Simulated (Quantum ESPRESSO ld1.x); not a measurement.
Species: the niobium ion Nb+. Configuration: [Kr] 4d4 (the NIST ground configuration). Calculated with ld1.x of Quantum ESPRESSO 7.5: scalar-relativistic Kohn-Sham, PBEsol, spin-unpolarised, spherical densities, point nucleus.

Unscreened Slater integrals over Kohn-Sham orbitals (cm^-1). Empty in this configuration: 5s.

F0(4d,4d): 97660
F2(4d,4d): 47339
F4(4d,4d): 30335
F0(4d,4p): 116770
F2(4d,4p): 53526
G1(4d,4p): 64641
G3(4d,4p): 38924
F0(4d,4s): 120560
G2(4d,4s): 44284
F0(4d,3d): 135830
F2(4d,3d): 20696
F4(4d,3d): 8491.5
G0(4d,3d): 6443.3
G2(4d,3d): 7121.6
G4(4d,3d): 5325.0
F0(4d,5s): 68914
G2(4d,5s): 17656
F0(4p,4p): 151630
F2(4p,4p): 79432
F0(4p,4s): 160040
G1(4p,4s): 107970
F0(4p,3d): 197260
F2(4p,3d): 44415
G1(4p,3d): 14223
G3(4p,3d): 13659
F0(4p,5s): 73873
G1(4p,5s): 5118.8
F0(4s,4s): 170190
F0(4s,3d): 217270
G2(4s,3d): 17755
F0(4s,5s): 74706
G0(4s,5s): 3186.8
F0(3d,3d): 461930
F2(3d,3d): 226740
F4(3d,3d): 143870
F0(3d,5s): 79058
G2(3d,5s): 1643.8
F0(5s,5s): 58635

Derived for the open shells (J is the average intra-shell exchange parameter used in DFT+U). 4d: Racah B = F2/49 - 5 F4/441 = 622.2 cm^-1, C = 35 F4/441 = 2408 cm^-1, C/B = 3.87, F4/F2 = 0.641, J = (F2 + F4)/14 = 5548 cm^-1.
